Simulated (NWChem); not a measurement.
System: sulfur tetrafluoride (SF4); SMILES FS(F)(F)F

NWChem input:

```
start job
memory heap 200 mb stack 900 mb global 1100 mb
geometry units angstroms
  F      1.220545     0.000000     0.616808
  S      0.000000     0.000000    -0.387794
  F      0.000000    -1.654169    -0.275546
  F      0.000000     1.654169    -0.275546
  F     -1.220545     0.000000     0.616808
end
basis spherical
  * library def2-svp
end
dft
  xc slater vwn_5
  iterations 150
end
driver
  maxiter 120
end
task dft optimize
task dft freq
```

The level has its own optimisation; frequencies are unscaled.

Task: What results follow from this input? (LDA (Slater exchange, VWN5)/def2-SVP.) Quantities: highest harmonic frequency (cm⁻¹); lowest (cm⁻¹); zero-point energy (kcal/mol); dipole (D).

Result: 
```json
{
  "highest harmonic frequency (cm⁻¹)": "881",
  "lowest (cm⁻¹)": "204",
  "zero-point energy (kcal/mol)": "7.3",
  "dipole (D)": "0.88"
}
```
